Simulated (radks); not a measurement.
The numbers below are computed, except where a source is named.
Q: Level of theory: non-relativistic Kohn-Sham, exchange-only LDA, spin-polarised, spherical densities, point nucleus; open shells are filled with parallel spins first (spin-orbit coupling, left out, can overturn this in heavy ions) (a radial shooting solver on a logarithmic mesh with Libxc functionals). Response by self-consistent Sternheimer equations with the Hartree and adiabatic exchange-only LDA kernel. For heavy and open-shell atoms this level of theory can miss by tens of per cent. Rank Sn+, He+, Se, Nb+, Pd, Ge, Ag3+, Be (NIST ground configurations) by static dipole polarisability, largest first.

A: Ge 50.94, Be 47.13, Pd 33.09, Se 30.20, Nb+ 29.79, Sn+ 29.61, Ag3+ 4.077, He+ 0.3317 bohr^3.
